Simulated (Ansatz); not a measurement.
`CBBN` + H₂ → `BBN` + CH₄ at 700 K and 1 bar (hydrogenolysis of a B–C bond).

Calculated with Ansatz (gas phase, PBE0-D4/def2-TZVP geometries, no zero-point term in ΔE). CCSD(T)/CBS is the MP2 limit (def2-TZVPP, def2-QZVPP) plus CCSD(T) − MP2 in def2-TZVPP, frozen cores. This one scheme is used for every species. One conformer a species, not always the lowest.

```
species  CCSD(T)/CBS energy (Eh)  H − E (kJ/mol)  S (J/(mol·K))
 `CBBN`               -146.57531           304.6          427.6
     H₂                 -1.17544            46.8          155.3
  `BBN`               -107.29684           211.1          354.6
    CH₄                -40.46206           145.9          224.0
```

H − E and S are ideal-gas, rigid-rotor, harmonic terms from PBE0-D4/def2-TZVP, for one conformer and one mirror image of each species. The MP2-based limit puts H₂ 0.8 mEh under its directly extrapolated value; such offsets cancel only in part. 1 Eh = 2625.50 kJ/mol, R = 8.31446 J/(mol·K).

Question: By hand: ΔE, ΔH, ΔS and ΔG.

Answer: ΔE = (-107.29684) + (-40.46206) − (-146.57531) − (-1.17544) = -0.00815 Eh = -21.4 kJ/mol. Δ(H − E) = 211.1 + 145.9 − 304.6 − 46.8 = 5.6, so ΔH = -15.8 kJ/mol. ΔS = 354.6 + 224.0 − 427.6 − 155.3 = -4.3 J/(mol·K). ΔG = -15.8 − 700 × (-4.3)/1000 = -12.8 kJ/mol.

Question: By hand: the equilibrium constant, and the temperature at which ΔG would vanish if ΔH and ΔS stayed fixed.

Answer: log₁₀ K = −ΔG/(RT ln 10) = 1.0. ΔG = 0 at ΔH/ΔS = 3674 K, far beyond where these terms or the molecules hold.

The number of gas molecules stays the same, so ΔS is small and ΔH decides. A doubt of 5 kJ/mol in ΔE shifts log₁₀ K by 0.4 here. Other conformers and mirror images would add mixing entropy, several J/(mol·K) or more a flexible species. These are equilibria of isolated gas molecules and say nothing of rates. Largest T1 diagnostic: 0.013 (customary marks: 0.02 for closed shells, 0.045 for open ones).
